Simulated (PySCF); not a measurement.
A PySCF script (with the pyscf-properties extension) for the NMR shieldings of SMILES CO[C@@H]1C[C@@H](CC#N)[SiH2][SiH2]1, C$_{6}$H$_{13}$NOSi$_{2}$, on a GFN2-xTB geometry:

```python
import basis_set_exchange as bse
import numpy as np
from pyscf import gto, dft
from pyscf.prop import nmr

atoms = """
C    -3.223551    0.457488    0.429226
O    -1.906119    0.574714   -0.019875
C    -0.949185   -0.063565    0.833255
C     0.388134    0.655681    0.649352
C     0.925214    0.490071   -0.775251
C     2.277729    1.196867   -0.938352
C     3.266687    0.669452   -0.037108
N     4.042667    0.249043    0.690670
Si    0.952643   -1.386523   -1.208038
Si   -0.746791   -1.900958    0.267016
H    -3.356413    0.941855    1.406009
H    -3.852339    0.954237   -0.308012
H    -3.529929   -0.591869    0.519835
H    -1.271300    0.056989    1.876937
H     1.103480    0.246342    1.369181
H     0.257138    1.719310    0.876287
H     0.218494    0.990460   -1.445062
H     2.179034    2.270262   -0.736951
H     2.645751    1.072527   -1.961086
H     2.280487   -1.934915   -0.911336
H     0.759611   -1.527316   -2.657843
H    -2.018656   -2.382554   -0.280732
H    -0.447540   -2.730614    1.441060
"""
names = dict.fromkeys(["C", "O", "N", "Si", "H"], "pcSseg-1")
basis = {el: gto.basis.parse(bse.get_basis(n, elements=[el], fmt="nwchem")) for el, n in names.items()}
mol = gto.M(atom=atoms, basis=basis, charge=0, verbose=0)
mf = dft.RKS(mol, xc="PBE0")
mf.grids.level = 2
mf.grids.alignment = dft.numint.BLKSIZE   # the property module wants whole blocks of grid points
mf.conv_tol = 1e-9
mf.kernel()

calc = nmr.RKS(mf)   # GIAO
C = mf.mo_coeff
Co = C[:, mf.mo_occ > 0]
resp = mf.gen_response(singlet=True, hermi=2)
def vind(x):   # induced exchange potential for any number of trial vectors
    d = np.einsum("pi,xij,qj->xpq", C, 2 * x.reshape(-1, C.shape[1], Co.shape[1]), Co, optimize=True)
    return np.einsum("xpq,pi,qj->xij", resp(d - d.transpose(0, 2, 1)), C, Co, optimize=True).ravel()
mo1, _ = nmr.rhf.solve_mo1(calc, with_cphf=vind)
sigma = calc.kernel(mo1)
for i, s in enumerate(sigma):   # ppm
    w = np.linalg.eigvalsh((s + s.T) / 2)
    print("%2d %-2s iso %8.1f  s11 %8.1f  s22 %8.1f  s33 %8.1f" % (i, mol.atom_pure_symbol(i), w.mean(), *w))
```

Q: What does it print?

A: 
```
 0 C  iso    126.7  s11     92.2  s22    104.0  s33    183.9
 1 O  iso    302.4  s11    274.0  s22    290.9  s33    342.3
 2 C  iso    106.3  s11     79.4  s22     87.8  s33    151.5
 3 C  iso    143.2  s11    123.5  s22    146.1  s33    160.0
 4 C  iso    162.8  s11    144.1  s22    170.0  s33    174.2
 5 C  iso    165.8  s11    150.6  s22    167.1  s33    179.7
 6 C  iso     63.1  s11    -54.3  s22    -47.1  s33    290.7
 7 N  iso    -34.5  s11   -204.7  s22   -199.2  s33    300.4
 8 Si iso    418.7  s11    383.2  s22    399.0  s33    474.0
 9 Si iso    422.9  s11    382.4  s22    418.3  s33    467.9
10 H  iso     28.5  s11     24.0  s22     26.0  s33     35.4
11 H  iso     28.0  s11     23.5  s22     25.0  s33     35.4
12 H  iso     28.3  s11     23.8  s22     26.9  s33     34.2
13 H  iso     28.0  s11     25.3  s22     27.7  s33     30.9
14 H  iso     30.0  s11     25.4  s22     29.5  s33     35.0
15 H  iso     29.5  s11     24.1  s22     28.8  s33     35.6
16 H  iso     29.9  s11     24.8  s22     29.7  s33     35.0
17 H  iso     29.1  s11     23.7  s22     27.4  s33     36.2
18 H  iso     29.0  s11     24.2  s22     26.9  s33     35.8
19 H  iso     27.6  s11     23.3  s22     26.7  s33     32.8
20 H  iso     27.8  s11     24.4  s22     24.8  s33     34.2
21 H  iso     27.7  s11     23.4  s22     26.5  s33     33.4
22 H  iso     27.8  s11     24.3  s22     24.6  s33     34.4
```

These numbers come from an equivalent density-fitted implementation of the same equations, which agrees with the script to about 0.01 ppm for H and up to a few tenths of a ppm for heavy atoms, so last digits may differ.

Q: Turn these shieldings into chemical shifts. Scale: ¹³C (σref 186.93) and ²⁹Si (σref 349.16) and ¹H (σref 31.72) against TMS; ¹⁷O (σref 336.08) against H2O; ¹⁵N (σref 267.73) against NH3 (reference shieldings calculated alike).

A: Averaging equivalent atoms: C 6: 123.8; C 2: 80.6; C 0: 60.2; C 3: 43.7; C 4: 24.1; C 5: 21.1; O 1: 33.7; N 7: 302.2; Si 8: -69.6; Si 9: -73.7; H 19: 4.11; H 21: 3.98; H 22: 3.96; H 20: 3.89; H 13: 3.74; H 10/11/12: 3.47; H 18: 2.75; H 17: 2.66; H 15: 2.21; H 16: 1.85; H 14: 1.76 ppm. Experimental scales use liquid or dissolved standards, which lie at an offset from isolated NH3 (liquid NH3: subtract about 20 ppm) and H2O (liquid H2O: subtract about 36 ppm). Unscaled 15N shifts of sp2 nitrogen come out 20 to 40 ppm too high even then.

Size and cost of the density-fitted run: 249 basis functions, 86 s wall time on 1 thread of an Arm Neoverse V1, shared host; peak memory 1.2 GiB.
